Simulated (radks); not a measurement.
Problem. Species: Yb38+. Configuration: [Ar] 3d10 4s2 4p2. Method: scalar-relativistic Kohn-Sham, PBEsol, spin-polarised, spherical densities, finite nucleus; open shells are filled with parallel spins first (spin-orbit coupling, left out, can overturn this in heavy ions); Fermi nuclear charge, rms radius 5.3108 fm; computed with a radial shooting solver on a logarithmic mesh with Libxc functionals. Some entries of the table are withheld. Estimate them.

| orbital | occ. | eigenvalue (eV) | <r^2> (bohr^2) |
|---|---|---|---|
| 1s up | 1 | -62903.95 | 0.0005302 |
| 1s down | 1 | -62902.08 | 0.0005302 |
| 2s up | 1 | -12050.15 | 0.008192 |
| 2s down | 1 | -12049.07 | 0.008191 |
| 2p up | 3 | -10826.45 | 0.006691 |
| 2p down | 3 | -10824.84 | 0.006691 |
| 3s up | 1 | -3943.898 | 0.05211 |
| 3s down | 1 | -3942.096 | 0.05206 |
| 3p up | 3 | -3573.735 | 0.05213 |
| 3p down | 3 | -3571.700 | 0.05207 |
| 3d up | 5 | -3135.004 | (1) |
| 3d down | 5 | -3133.121 | (2) |
| 4s up | 1 | -1863.541 | 0.2078 |
| 4s down | 1 | -1853.168 | 0.2078 |
| 4p up | 2 | -1723.947 | 0.2192 |
| 4p down | 0 | -1713.615 | 0.2193 |

Solution. 
(1) 3d up <r^2> (bohr^2): 0.04273
(2) 3d down <r^2> (bohr^2): 0.04267
